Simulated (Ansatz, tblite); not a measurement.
Removing an electron: ZrClF3. Total charge 0; singlet. Geometry: PBE-D4/def2-SVP. Ansatz, gas phase; energy differences of separate SCF runs; the oxidised species was run as a doublet alone.

```xyz
5

Zr   -0.0600    0.0231    0.0505
Cl    1.6671   -0.6423   -1.4045
F    -0.4030   -1.3511    1.3211
F    -1.6486    0.3616   -0.9406
F     0.4445    1.6087    0.9735
```

In the def2 sets Zr takes a core potential; there is no spin–orbit coupling. The xTB rows come from tblite. HOMO above LUMO, or a gap near zero within one spin, warns that the state may not be the lowest or that an electron is smeared out.

```
              level  −HOMO (eV)  vertical IE (eV)  −LUMO (eV)  HOMO–LUMO gap (eV)                                     remarks
           GFN1-xTB       13.54             16.36       10.10                3.44                                           –
           GFN2-xTB       12.72             16.29        9.06                3.66                                           –
   PBE-D4/def2-TZVP        8.55             12.21        2.77                5.79  gap within one spin near zero (+1 doublet)
r2SCAN-D4/def2-TZVP        8.95             12.43        2.63                6.32                                           –
  PBE0-D4/def2-TZVP       10.03             12.54        1.95                8.08                                           –
```

Relaxing the oxidised species (PBE-D4/def2-SVP) changes its energy by -0.35 eV at PBE-D4/def2-TZVP, so the adiabatic ionisation energy to this nearest minimum is 11.86 eV. At PBE0-D4/def2-TZVP it is 12.03 eV.    Raw xTB energy differences between charge states are shifted by several eV; the methods need an empirical correction for them.
